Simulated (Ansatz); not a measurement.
Basis sets compared for InH₂I. Charge 0, multiplicity 1. Geometry r2SCAN-D4/def2-TZVP. Ansatz on 4 threads of Arm Neoverse V1 on a shared host; times are rough, and most runs start from earlier orbitals.

```xyz
4

In    0.180   -0.152   -0.230
H    -0.383    0.109   -1.818
H     1.490   -1.037    0.410
I    -1.287    1.080    1.638
```

In the def2 sets I, In take a core potential; there is no spin–orbit coupling.

Binding counts from free atoms (In doublet, H doublet, I doublet) in the same basis, without a counterpoise term.

```
           level  functions  energy (Eh)  HOMO (eV)  LUMO (eV)  binding per atom (eV)  wall time
 PBE-D4/def2-SVP         62    -489.0401      -6.08      -2.74                   1.87     0.45 s
PBE0-D4/def2-SVP         62    -489.0709      -7.21      -2.06                   1.88      0.7 s
```

Question: Estimate the rows for PBE-D4/def2-TZVP, PBE0-D4/def2-TZVP.

Answer: 
| level | functions | energy (Eh) | HOMO (eV) | LUMO (eV) | binding per atom (eV) | wall time |
| --- | --- | --- | --- | --- | --- | --- |
| PBE-D4/def2-TZVP | 112 | -489.0608 | -6.19 | -2.79 | 1.90 | 0.75 s |
| PBE0-D4/def2-TZVP | 112 | -489.0895 | -7.29 | -2.09 | 1.91 | 1.2 s |
